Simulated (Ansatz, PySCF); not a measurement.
Spin states of CNiO (SMILES [O+]#[C-]->[Ni]), each relaxed with B3LYP-D3(BJ)/def2-TZVP.
State 1 (charge 0, multiplicity 1):
```xyz
3

Ni    -0.96423    -0.76839    -0.88054
O      0.82980     0.70706     0.73254
C      0.10136     0.10870     0.07769
```
State 2 (charge 0, multiplicity 3):
```json
[
 {"atom": "Ni", "x (Å)": "-0.9749", "y (Å)": "-0.9123", "z (Å)": "-0.9115"},
 {"atom": "O", "x (Å)": "0.9133", "y (Å)": "0.5560", "z (Å)": "0.7729"},
 {"atom": "C", "x (Å)": "0.0286", "y (Å)": "0.4036", "z (Å)": "0.0683"}
]
```

Singlets are restricted, other states unrestricted; no spin–orbit coupling, no relativity up to Kr; see below for the cores. The largest T1 diagnostic is 0.054.

Correlated levels freeze the inner cores; with def2 sets outer-core shells near the valence are correlated too.

Programs: Ansatz (an electronic-structure program); PySCF for the dispersion terms. Values without a source in brackets are computed.

```tsv
level	energy of the multiplicity-3 state less that of the multiplicity-1 state (kcal/mol)
PBE/def2-TZVPP	36.03
r2SCAN-D3(BJ)/def2-TZVPP	24.93
PBE0-D3(BJ)/def2-TZVPP	17.47
PBE0-D4/def2-TZVPP	17.44
BHLYP/def2-TZVPP	-3.96
CAM-B3LYP-D3(BJ)/def2-TZVPP	19.25
CAM-B3LYP-D4/def2-TZVPP	19.23
B2PLYP-D4/def2-TZVPP	48.52
CCSD/def2-SVP	?
```

Complete the blanks.


- CCSD/def2-SVP, energy of the multiplicity-3 state less that of the multiplicity-1 state (kcal/mol): -0.60

Doubts at one or more of the structures used: T1 above 0.05 (CCSD/def2-SVP); a restricted determinant that unrestricted orbitals would lower (CCSD/def2-SVP).
